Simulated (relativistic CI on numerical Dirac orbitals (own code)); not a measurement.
## What each ingredient does to the levels of Fe IX

Base calculation: Dirac-Coulomb-Breit CI, KLI orbitals optimised for each configuration, a model potential for QED, unscaled Slater integrals.

CI space (outside the closed core [Ne]): 3s²3p⁶, 3s²3p⁵3d, 3s3p⁶3d, 3s²3p⁵4s, 3s²3p⁵4p, 3s²3p⁵4d, 3s3p⁶4s, 3s²3p⁵4f, 3s3p⁶4p, 3s²3p⁵5s, 3s²3p⁵5p, 3s²3p⁵5d, 3s3p⁶4d, 3s²3p⁵5f, 3s²3p⁵5g, 3s²3p⁵6s, 3p⁶3d4p, 3s²3p⁵6p, 3s3p⁶4f, 3s²3p⁵6d, 3s3p⁶5s, 3s3p⁶5p, 3s3p⁶5d, 3p⁶3d², 3p⁵3d³, 3p⁵3d²4s, 3p⁵3d²4p, 3p⁵3d²4d, 3p⁶3d4s, 3p⁵3d4s², 3p⁵3d4s4p, 3p⁵3d4s4d. Double excitations out of closed p, d and f shells are left out; levels of such configurations are missing from the list, as are those of other unlisted configurations, and high levels can miss mixing partners. These lack a partner that the ground configuration has and come out too high: 3s²3p⁵4f, 3s²3p⁵5s, 3s²3p⁵5p, 3s²3p⁵5d, 3s²3p⁵5f.

The lowest level and the first level of each name with at least 55 % of one term (blank where a level has no safe partner in the second run):

| Level | Base (cm⁻¹) | Shift (cm⁻¹) |
| --- | --- | --- |
| 3s²3p⁶ ¹S0 | 0 | 0 |
| 3s²3p⁵3d ³P°0 | 400290 | +904 |
| 3s²3p⁵3d ³P°1 | 402881 | +904 |
| 3s²3p⁵3d ³P°2 | 408304 | +904 |
| 3s²3p⁵3d ³F°4 | 420052 | +907 |
| 3s²3p⁵3d ³F°3 | 423826 | +907 |
| 3s²3p⁵3d ³F°2 | 428485 | +907 |
| 3s²3p⁵3d ³D°3 | 454336 | +902 |
| 3s²3p⁵3d ¹D°2 | 456615 | +902 |
| 3s²3p⁵3d ³D°1 | 459518 | +901 |
| 3s²3p⁵3d ³D°2 | 462056 | +902 |
| 3s²3p⁵3d ¹F°3 | 464445 | +903 |
| 3s²3p⁵3d ¹P°1 | 608711 | +920 |
| 3s3p⁶3d ³D1 | 782719 | +1899 |
| 3s3p⁶3d ³D2 | 783460 | +1899 |
| 3s3p⁶3d ³D3 | 784654 | +1898 |
| 3s3p⁶3d ¹D2 | 831696 | +1853 |
| 3s²3p⁵4s ³P°2 | 942685 | +8496 |
| 3s²3p⁵4s ³P°1 | 948145 | +8493 |
| 3s²3p⁵4s ³P°0 | 958265 | +8497 |
| 3s²3p⁵4s ¹P°1 | 964164 | +8488 |
| 3s²3p⁵4p ³S1 | 1023152 | +8924 |

At this charge configurations can still be misplaced by up to about 7 % of their energy.

(1) One thing was changed in a second run, which moved the levels as shown. Which?
A. P86 correlation estimate
B. configuration mixing switched off
C. QED terms removed
D. non-relativistic limit
E. Breit term removed

Results:

(1) A. P86 correlation estimate. A correlation estimate moves all levels of a configuration together before mixing; mixed levels move by a weighted share.

LS names give the leading component of a level, which can be under half, so a name can repeat, a term be missing and a line seem to break the LS rules.
